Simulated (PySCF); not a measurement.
## MoO₂, triplet: structure and spectrum

Computed with PySCF, UPBE, basis Mo def2-TZVP with ECP28, O def2-TZVP (scalar-relativistic core potentials, no spin–orbit coupling, density fitting).

The structure is a minimum.

```xyz
3
charge 0 multiplicity 3, angstrom
Mo    0.0000    0.0000   -0.2317
O     1.4205    0.0000    0.7080
O    -1.4205    0.0000    0.7080
```

```
Point group                                                                   : C2v
Bond lengths                                                                  : Mo–O 1.703 Å (×2)
Bond angles                                                                   : O–Mo–O 113.0°
Spin squared ⟨S²⟩                                                             : 2.012
Enthalpy at 298.15 K above 0 K                                                : 11.19 kJ/mol
Rotational constants                                                          : 0.7918, 0.2612, 0.1964 cm⁻¹
Highest occupied level (α)                                                    : -5.21 eV
Atomisation energy without zero-point energy                                  : 1286 kJ/mol
Zero-point energy                                                             : 13.4 kJ/mol
Rotational symmetry number                                                    : 2
Principal quadrupole moments (Buckingham, traceless) about the centre of mass : -6.22, 2.07, 4.15 D Å
Heat capacity Cp at 298.15 K                                                  : 43.7 J/(mol K)
Lowest empty level (α)                                                        : -4.34 eV
Principal polarisabilities                                                    : 48.4, 50.8, 51.6 bohr³
Entropy at 298.15 K and 1 bar (electronic part: spin only)                    : 276.5 J/(mol K)
Dipole moment                                                                 : 3.99 D
```

Harmonic modes (masses in u: Mo 97.905, O 15.995):
```csv
symmetry,ω (cm⁻¹),IR (km/mol)
a1,316,0.0
b2,935,205
a1,983,66.8
```

In C2v the vibrations span 2a1 + b2. Here b1 is antisymmetric to the molecular plane and b2 lies in it.

Charges (e):
```
atom  Mulliken  Löwdin  polar tensor  spin (Mulliken)  Mayer order to Mo1
 Mo1      1.02    0.52          1.30             2.00                   –
O2,3     -0.51   -0.26         -0.65             0.00                2.06
```

Mulliken populations on Mo1 (electrons outside its core potential): s 2.46, p 6.24, d 4.23, f 0.05.

Formally Mo is in oxidation state +4, d2, with 2 unpaired electrons (the high-spin count). The Mulliken spin on Mo is 2.00. The polar-tensor charge on Mo, 1.30, is far below the formal one.

This need not be the most stable arrangement of these atoms. With open d or f shells other occupations or spin states may lie lower.

The final relaxation and frequency run took 30 s on 4 threads of a shared Arm Neoverse N1 host, with 102 basis functions and 10 gradients; the process peaked at 0.83 GiB. Launch command: `OMP_NUM_THREADS=4 python axn.py task.json out`.
